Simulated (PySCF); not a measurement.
1-methyl-2,5-dihydropyrrole (C5H9N), SMILES C1CN(CC=1)C.

Coordinates come from a B3LYP-D3(BJ)/def2-SVP optimisation. One conformer was computed; it need not be the lowest.

The numbers are results of PySCF with B3LYP-D3(BJ)/def2-SVP, not measurements.

Frequencies are harmonic and unscaled.

Problem. List the normal modes with their intensities. (The exact figures need the calculation; the answer reports its results.)

Solution. 
```csv
mode,ν (cm⁻¹),IR (km/mol),moving atoms (share of kinetic energy)
1,136,0.8,"C 57 %, H 39 %"
2,232,1.4,H 96 %
3,293,8.2,"N 48 %, H 39 %, C 13 %"
4,346,0.0,"C 49 %, H 39 %, N 12 %"
5,404,0.6,"C 56 %, H 43 %"
6,621,7.3,"C 67 %, H 18 %, N 15 %"
7,681,19.1,"H 86 %, C 11 %"
8,796,2.7,"C 82 %, H 10 %"
9,875,15.9,"C 72 %, H 23 %"
10,935,3.7,"H 53 %, C 45 %"
11,963,0.1,"H 85 %, C 15 %"
12,997,0.6,"C 63 %, H 37 %"
13,1019,15.6,"H 60 %, C 37 %"
14,1034,1.4,"H 53 %, C 45 %"
15,1073,19.0,"H 61 %, C 34 %"
16,1111,1.7,"H 86 %, C 14 %"
17,1135,10.1,"H 79 %, C 19 %"
18,1187,0.2,H 93 %
19,1194,2.2,"H 80 %, N 12 %"
20,1245,36.2,"N 53 %, C 24 %, H 23 %"
21,1276,22.1,"C 45 %, H 30 %, N 25 %"
22,1316,2.2,"H 69 %, C 21 %, N 10 %"
23,1386,5.2,"H 46 %, C 45 %, N 9 %"
24,1389,30.3,"H 44 %, C 41 %, N 15 %"
25,1445,1.9,"H 84 %, C 15 %"
26,1462,18.0,H 95 %
27,1480,8.3,H 93 %
28,1483,0.6,H 93 %
29,1502,7.0,"H 90 %, C 9 %"
30,1699,0.6,"C 92 %, H 8 %"
31,2866,100.1,H 93 %
32,2872,51.4,H 93 %
33,2896,169.6,H 94 %
34,2997,73.5,H 92 %
35,3001,34.0,H 92 %
36,3051,45.4,H 94 %
37,3101,21.1,"H 90 %, C 10 %"
38,3198,3.2,H 92 %
39,3221,11.9,"H 90 %, C 10 %"
```
